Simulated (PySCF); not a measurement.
Molecule: `CC[Si@@H]([SiH3])P`, C2H11PSi2.

Bonds (- single, = double, # triple, : aromatic): C1-C2, C2-Si3, Si3-Si4, Si3-P5. C1 carries H6, H7, H8; C2 carries H9, H10; Si3 carries H11; Si4 carries H12, H13, H14; P5 carries H15, H16. Stereochemistry as in CC[Si@@H]([SiH3])P. H10 is pro-R; H9 is pro-S.

Frames of a GFN2-xTB Langevin trajectory at 400 K; GIAO PBE0/pcSseg-1 shieldings in PySCF, gas phase, non-relativistic; equivalent atoms averaged within each frame.

Chemical shifts δ = σref − σ; ¹³C (σref 186.93) and ²⁹Si (σref 349.16) and ¹H (σref 31.72) vs TMS; ³¹P (σref 318.38) vs H3PO4, all at this level. The references are static minima.

Task: How do the shifts (ppm) fluctuate along the trajectory?

Result: 
| time (fs) | C2 | C1 | Si3 | Si4 | P5 | H11 | H12/H13/H14 | H15/H16 | H6/H7/H8 | H10 |
| --- | --- | --- | --- | --- | --- | --- | --- | --- | --- | --- |
| 250 | 11.2 | 7.5 | -52.1 | -133.2 | -314.2 | 4.44 | 2.73 | 0.88 | 0.82 | 0.32 |
| 425 | 11.7 | 18.2 | -52.2 | -101.4 | -247.4 | 4.68 | 4.20 | 2.05 | 2.54 | 1.73 |
| 625 | 8.7 | 14.0 | -50.0 | -104.4 | -268.9 | 4.25 | 3.79 | 0.93 | 1.75 | 0.80 |
| 800 | 11.0 | 19.6 | -22.5 | -91.0 | -286.8 | 5.36 | 4.67 | 1.23 | 2.36 | 1.21 |
| 1000 | 11.0 | 17.0 | -53.7 | -113.1 | -274.0 | 4.52 | 3.88 | 1.44 | 2.18 | 1.76 |
| mean of frames | 10.7 | 15.3 | -46.1 | -108.6 | -278.3 | 4.65 | 3.85 | 1.30 | 1.93 | 1.16 |
| standard deviation | 1.2 | 4.8 | 13.2 | 15.9 | 24.6 | 0.43 | 0.72 | 0.48 | 0.69 | 0.62 |

5 frames give an uncertainty of the mean of about the standard deviation over 2.2 at best, since frames this close in time may not be independent; classical motion lacks zero-point vibration, and the reference would need the same averaging.
